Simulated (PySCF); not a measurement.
Fill in the blanks.

Compound: C7H13P2 (charge +1).
Z-matrix (Å and degrees, GFN2-xTB geometry), rows numbered from 1:
```
C 
C   1  1.3229
P   2  1.8198  1  124.83
C   3  1.7594  2  101.31  1   -23.04
C   4  1.2083  3  169.86  2   101.62
C   5  1.4380  4  176.64  3  -163.18
C   3  1.9338  2   95.44  1  -119.57
P   7  1.7934  3  104.41  2   176.90
C   8  1.7973  7  113.04  3    67.11
H   1  1.0782  2  121.86  3     3.69
H   1  1.0774  2  121.50  3  -176.38
H   2  1.0839  1  121.22  3   173.92
H   6  1.0897  5  110.22  2   -23.27
H   6  1.0898  5  109.47 13   119.70
H   6  1.0896  5  110.49 13  -120.44
H   7  1.0944  3  110.40  2   -65.62
H   7  1.0936  3  111.73  2    56.60
H   8  1.3759  7  108.64  3   -54.41
H   8  1.3802  7  112.10  3  -169.37
H   9  1.0919  8  109.61  7    59.42
H   9  1.0908  8  110.19  7   179.55
H   9  1.0917  8  109.33  7   -60.21
```

```json
{"property": "point group of the GFN2-xTB geometry", "level": "GFN2-xTB", "value": "C1"}
{"property": "rotational constants A, B, C of the GFN2-xTB geometry", "level": "GFN2-xTB", "value": "?"}
{"property": "HOMO energy", "level": "PBE0/pcSseg-1", "value": "?"}
{"property": "LUMO energy", "level": "PBE0/pcSseg-1", "value": "?"}
{"property": "13C chemical shifts (computed TMS as zero) by class", "level": "GIAO PBE0/pcSseg-1", "value": "?"}
{"property": "1H chemical shifts (computed TMS as zero) by class", "level": "GIAO PBE0/pcSseg-1", "value": "6.94 (H11), 6.90 (H10), 6.32 (H12), 5.95 (H18/H19), 2.55 (H13/H14/H15), 2.38 (H16/H17), 2.29 (H20/H21/H22) ppm"}
{"property": "isotropic shieldings of nuclei other than C and H, by class", "level": "GIAO PBE0/pcSseg-1", "value": "?"}
```

Gas-phase values; electronic properties from PySCF, density fitting. The structure is a single GFN2-xTB conformer in the gas phase; no vibrational or solvent corrections. NMR classes are plain means over equivalent atoms (diastereotopic ones count apart unless rotation or inversion swaps them), as if these changed places fast; in this geometry the members of some classes differ.

Question: Give the LUMO energy.

Answer: -4.37 eV.

Question: What are the 13C chemical shifts (computed TMS as zero) by class?

Answer: 143.3 (C1), 134.8 (C2), 131.2 (C5), 73.5 (C4), 22.1 (C7), 6.1 (C6), 0.5 (C9) ppm.

Question: What is the HOMO energy?

Answer: -10.41 eV.

Question: The rotational constants A, B, C of the GFN2-xTB geometry?

Answer: 1.326, 0.767, 0.543 GHz.

Question: The isotropic shieldings of nuclei other than C and H, by class?

Answer: 365 (P3), 383 (P8) ppm.

The rotational constants make it an asymmetric top with κ = (2B − A − C)/(A − C) = -0.43, nearer the prolate limit (−1). With B = h/(8π²I), that is 505.379 GHz u Å² over I, the principal moments of inertia are 381.1, 659.1 and 931.1 u Å² (most abundant isotopes).
